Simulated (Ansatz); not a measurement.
A run for Ansatz (a first-principles code): R-B3LYP/def2-TZVPPD on C2H6OSi (a complex). Files ending in .json are basis or fitting sets from the Basis Set Exchange.

Ansatz 0.2 input:
```yaml
crystal:
  periodic: [false, false, false]
  atoms:
    - {symbol: C, position_ang: [-1.51545864, 1.37846351, 0.75122853]}
    - {symbol: C, position_ang: [-0.56332081, 0.70776336, 0.43583967]}
    - {symbol: Si, position_ang: [0.87950428, -0.31372284, -0.05537086]}
    - {symbol: H, position_ang: [-2.35654803, 1.97344578, 1.01763644]}
    - {symbol: H, position_ang: [0.53573615, -1.74234411, 0.06396102]}
    - {symbol: H, position_ang: [1.20314508, 0.01137719, -1.46203965]}
    - {symbol: H, position_ang: [2.02923032, 0.02806532, 0.80506116]}
    - {symbol: O, position_ang: [-0.05164859, -0.78769725, 3.15028251]}
    - {symbol: H, position_ang: [0.53352863, -0.14097364, 3.55819322]}
    - {symbol: H, position_ang: [-0.66421569, -0.26450620, 2.61763781]}
basis:
  gaussian:
    orbitals: def2-TZVPPD.json
hamiltonian:
  xc: {name: B3LYP}
scf: {lower_state_search: off}
```

Program output:

```
WARN ansatz: RAYON_NUM_THREADS=1 ignored (pool sized by the plan → 1); use --threads N
Functional definition: B3LYP
these checks for a lower state are left out or cut short: stability, starts, cluster_reference, orbital_swaps, neighbouring_geometries, increment
integrals: 0.18 GiB planned
1201 factors; their error is unknown
mean field: 1.56 GiB planned
mean field evaluation 1: about -12088.1887 eV, gradient 7.0e1 eV
mean field evaluation 2: about -12074.9856 eV, gradient 1.1e2 eV
mean field evaluation 4: about -12097.4623 eV, gradient 6.7e0 eV
mean field evaluation 8: about -12097.5663 eV, gradient 1.4e-1 eV
mean field evaluation 16: about -12097.5806 eV, gradient 8.3e-5 eV
mean field -12097.58059346 eV, -444.5778867749 hartree, gradient 5.5e-6 eV, S^2 0.000000; 0 other end points of the search recorded, 0 dependent functions left out
reference -12097.58089227 eV, -444.5778977559 hartree; 20, 20 occupied and 244, 244 virtual orbitals, 1201 factors
Total energy: -12097.58089227 eV, -444.5778977559 hartree
Checks for a lower state left out: stability, starts, cluster_reference, orbital_swaps, neighbouring_geometries, increment
```

The calculation finished and met its thresholds.

Cost: about 4 core-seconds (a rough figure).
